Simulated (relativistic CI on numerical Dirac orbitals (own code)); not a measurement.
# d2 in a ligand field

Computed with a parametric ligand-field model of a d^n configuration (Racah B and C, spin-orbit zeta, crystal field), exact diagonalisation.

Field parameters in Wybourne normalisation: Oh B⁴₀ = 21Dq, B⁴₄ = √(5/14) B⁴₀. The field is a parameter set, without covalency.

(1) Ground term and bands for B = 930, C = 3360, ζ = 0 cm⁻¹, Oh, 10Dq = 39990 cm⁻¹?

(2) Ground term and bands for B = 930, C = 3360, ζ = 0 cm⁻¹, Oh, 10Dq = 25110 cm⁻¹?

(3) Ground term and bands for B = 930, C = 3360, ζ = 0 cm⁻¹, Oh, 10Dq = 13950 cm⁻¹?

(4) Ground term and bands for B = 930, C = 3360, ζ = 0 cm⁻¹, Oh, 10Dq = 34410 cm⁻¹?

(5) Ground term and bands for B = 930, C = 3360, ζ = 0 cm⁻¹, Oh, 10Dq = 930 cm⁻¹?

## Answers

(1) Ground term 3T1 with 0.01 electrons in the two orbitals of the cubic e set. Spin-allowed: 3T2 37835 cm⁻¹ (264 nm), 3T1 49631 cm⁻¹ (201 nm), 3A2 77825 cm⁻¹ (128 nm). Lowest spin-forbidden: 1T2 12672 cm⁻¹ (789 nm), 1E 12804 cm⁻¹ (781 nm), 1A1 29259 cm⁻¹ (342 nm).

(2) Ground term 3T1 with 0.03 electrons in the two orbitals of the cubic e set. Spin-allowed: 3T2 23226 cm⁻¹ (431 nm), 3T1 35291 cm⁻¹ (283 nm), 3A2 48336 cm⁻¹ (207 nm). Lowest spin-forbidden: 1T2 12784 cm⁻¹ (782 nm), 1E 12996 cm⁻¹ (769 nm), 1A1 28276 cm⁻¹ (354 nm).

(3) Ground term 3T1 with 0.05 electrons in the two orbitals of the cubic e set. Spin-allowed: 3T2 12477 cm⁻¹ (801 nm), 3T1 24955 cm⁻¹ (401 nm), 3A2 26427 cm⁻¹ (378 nm). Lowest spin-forbidden: 1T2 12864 cm⁻¹ (777 nm), 1E 13238 cm⁻¹ (755 nm), 1A1 26317 cm⁻¹ (380 nm).

(4) Ground term 3T1 with 0.02 electrons in the two orbitals of the cubic e set. Spin-allowed: 3T2 32336 cm⁻¹ (309 nm), 3T1 44212 cm⁻¹ (226 nm), 3A2 66746 cm⁻¹ (150 nm). Lowest spin-forbidden: 1T2 12709 cm⁻¹ (787 nm), 1E 12863 cm⁻¹ (777 nm), 1A1 28992 cm⁻¹ (345 nm).

(5) Ground term 3T1 with 0.18 electrons in the two orbitals of the cubic e set. Spin-allowed: 3T2 754 cm⁻¹, 3A2 1684 cm⁻¹, 3T1 14527 cm⁻¹ (688 nm). Lowest spin-forbidden: 1T2 11692 cm⁻¹ (855 nm), 1E 12124 cm⁻¹ (825 nm), 1T2 18135 cm⁻¹ (551 nm).
